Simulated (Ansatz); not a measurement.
Basis-set extrapolation for Cl2H4OSi2 (`O[SiH](Cl)[SiH2]Cl`) (PBE0-D4/def2-TZVP geometry, frozen core, Ansatz). Multiplicity 1, RHF reference.

|  | def2-TZVPP | def2-QZVPP |
| --- | --- | --- |
| HF | -1574.297833 | -1574.345257 |
| MP2 correlation | -0.855993 | -0.935279 |
| CCSD(T) correlation | -0.952614 | not run |

Energies in hartree. Use E(X) = E(∞) + A·exp(−7.88·√X) for Hartree–Fock and E(X) = E(∞) + B·X^(−2.97) for correlation, with X = 3 and 4, and add CCSD(T) minus MP2 of the smaller set to the MP2 limit.

Question: What is the CCSD(T) energy at the basis-set limit?

Answer: HF limit: -1574.345257 + (-0.047424) × 0.13774 = -1574.35179. MP2 limit: -0.935279 + (-0.079286) × 0.74074 = -0.99401. Higher-order term: -0.952614 − (-0.855993) = -0.09662. Total: -1575.44242 hartree, 120.5 kcal/mol below CCSD(T)/def2-TZVPP.
